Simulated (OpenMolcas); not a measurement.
**Fe2+, Ru2+, Os2+: d6 down the group**

```
Program             : OpenMolcas
Method              : XMS-CASPT2, IPEA 0.25 Eh, imaginary shift 0.1 Eh
Basis               : ANO-RCC-VTZP
Scalar Hamiltonian  : DKH2, point nucleus
Spin-orbit coupling : state interaction with AMFI integrals over the reference wave functions, term energies averaged over their components
```

Active space for each ion: 6 electrons in 6 orbitals (d s); closed shells correlated by CASPT2: Fe2+ 3s 3p; Ru2+ 4s 4p; Os2+ 5s 5p.

Computed levels in cm-1 above 5D4:

```json
{"Level": "5D3", "Fe2+": "477", "Ru2+": "1215", "Os2+": "4570"}
{"Level": "5D2", "Fe2+": "814", "Ru2+": "1945", "Os2+": "4700"}
{"Level": "5D1", "Fe2+": "1030", "Ru2+": "2420", "Os2+": "6980"}
{"Level": "5D0", "Fe2+": "1136", "Ru2+": "2650", "Os2+": "7380"}
{"Level": "3H6", "Fe2+": "22990", "Ru2+": "17610", "Os2+": "18950"}
{"Level": "3H5", "Fe2+": "23220", "Ru2+": "17800", "Os2+": "26130"}
{"Level": "3P1(1)", "Fe2+": "23470", "Ru2+": "20600", "Os2+": "29900"}
{"Level": "3G5", "Fe2+": "27340", "Ru2+": "21070", "Os2+": "17860"}
{"Level": "3G3", "Fe2+": "27950", "Ru2+": "22330", "Os2+": "27040"}
{"Level": "weight of 5D in the lowest level (%)", "Fe2+": "100", "Ru2+": "99", "Os2+": "87"}
```

Mixed levels, with the weight of the term that names them: Os2+ 5D2 (72 %), Os2+ 3H5 (59 %), Os2+ 3P1(1) (68 %), Os2+ 3G5 (58 %), Os2+ 3G3 (51 %).

Measured, with the error of the calculation in %. Measured levels: Fe2+ from Corliss and Sugar, J. Phys. Chem. Ref. Data 11, 135 (1982); Ru2+ from Moore, Atomic Energy Levels, vol. III, NSRDS-NBS 35 (1971 reprint of NBS Circular 467, 1958).

| Level | Fe2+ | Ru2+ |
| --- | --- | --- |
| 5D3 | 436 (+9.4) | 1159 (+4.8) |
| 5D2 | 739 (+10.1) | 1826 (+6.5) |
| 5D1 | 932 (+10.5) | 2266 (+6.8) |
| 5D0 | 1027 (+10.6) | 2476 (+7.0) |
| 3H6 | 20051 (+14.6) |  |
| 3H5 | 20301 (+14.4) |  |
| 3P1(1) | 20688 (+13.4) |  |
| 3G5 | 24559 (+11.3) |  |
| 3G3 | 25142 (+11.2) |  |

The fine-structure level 5D0 changes by a factor of 6.5 from Fe2+ to Os2+.

Without spin-orbit coupling 3H lies 22750, 17020, 16530 cm-1 above 5D in that order; the difference to the level 3H6, of either sign, comes from spin-orbit coupling, which also lowers the zero.

Term energies are means over components that CASPT2 splits; among the terms shown or strongly mixed into the levels shown the widest spread is 1500 cm-1 (5d6 1I, Os2+). Some high roots are left out of the spin-orbit mixing, which shifts the levels that they would mix with. Terms from blocks run as CI alone lack orbitals of their own. The CASPT2 spread within a term exceeds the gap to the next term for 3d6 3P(1) and 3d6 3H, so the order of their levels is uncertain (figures for Fe2+; the like holds for Ru2+, Os2+). Configurations are named by rounded mean occupations; where the s occupation lies near a half they are strongly mixed, a name can repeat and a true partner stay unpaired (holds for Os2+). The lowest spin-free term belongs to 5d5 6s, not to the configuration of the lowest level (holds for Os2+). Computed and measured levels are paired by configuration, term and J; levels that our copy of the source lacks, or whose pairing is in doubt (as where it misses far off the trend of its configuration), stay unpaired and out of the deviations. Only configurations of the active space appear.

A number in round brackets counts repeated terms of one configuration in the order of the reference energies.
